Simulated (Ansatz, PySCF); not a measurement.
Spin states of BrOV (SMILES [O]=[V][Br]), each relaxed with B3LYP-D3(BJ)/def2-TZVP.
State 1 (charge 0, multiplicity 3):
```json
[
 {"atom": "V", "x (Å)": "0.3718", "y (Å)": "-0.2045", "z (Å)": "0.2041"},
 {"atom": "O", "x (Å)": "1.4786", "y (Å)": "-0.2780", "z (Å)": "-0.9228"},
 {"atom": "Br", "x (Å)": "-1.8835", "y (Å)": "0.5299", "z (Å)": "0.6483"}
]
```
State 2 (charge 0, multiplicity 1):
```json
[
 {"atom": "V", "x (Å)": "0.3925", "y (Å)": "-0.2279", "z (Å)": "0.2529"},
 {"atom": "O", "x (Å)": "1.4248", "y (Å)": "-0.2539", "z (Å)": "-0.9333"},
 {"atom": "Br", "x (Å)": "-1.8505", "y (Å)": "0.5292", "z (Å)": "0.6100"}
]
```

Singlets are restricted, other states unrestricted; no spin–orbit coupling, no relativity up to Kr; see below for the cores. The largest T1 diagnostic is 0.064.

Correlated levels freeze the inner cores; with def2 sets outer-core shells near the valence are correlated too.

Programs: Ansatz (Gaussian basis) for Hartree–Fock, density functionals and correlated methods; PySCF for the dispersion terms. 

PBE/def2-TZVPP gives 101.9 kJ/mol for the energy of the multiplicity-1 state less that of the multiplicity-3 state.

Problem. Predict the shift from PBE, with its sign, for: PBE-D3(BJ)/def2-TZVPP, r2SCAN/def2-TZVPP, B3LYP/def2-TZVPP, wB97M-V/def2-TZVPP, B2PLYP/def2-TZVPP.

Solution. PBE-D3(BJ)/def2-TZVPP -0.1; r2SCAN/def2-TZVPP 7.8; B3LYP/def2-TZVPP -6.9; wB97M-V/def2-TZVPP -23.7; B2PLYP/def2-TZVPP -10.2 kJ/mol. 1 of 5 lie above PBE; the widest gap is to wB97M-V/def2-TZVPP.

Doubts at one or more of the structures used: a restricted determinant that unrestricted orbitals would lower (B2PLYP/def2-TZVPP).

Ansatz is a quantum-chemistry and plane-wave program.
